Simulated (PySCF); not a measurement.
BHO, SMILES B=O.

Coordinates come from a PBE0-D3(BJ)/def2-TZVPD optimisation.

Level of theory: PBE/def2-TZVPD run with PySCF.

Gas-phase values at a fixed geometry.

```
Item                                                                                                           Result
---------------------------------------------------------------------------------------------  ----------------------
total energy                                                                                       -100.62908 hartree
point group                                                                                                       C∞v
highest occupied level                                                                                       -8.94 eV
lowest empty level                                                                                           -1.11 eV
orbital gap                                                                                                   7.82 eV
dipole moment                                                                                                  2.58 D
quadrupole, principal values (traceless, Buckingham form, about the centre of nuclear charge)  -0.15, -0.15, 0.30 D·Å
mean static polarisability                                                                       17.5 bohr³ (2.59 Å³)
polarisability, principal values                                                               15.1, 15.1, 22.2 bohr³
```
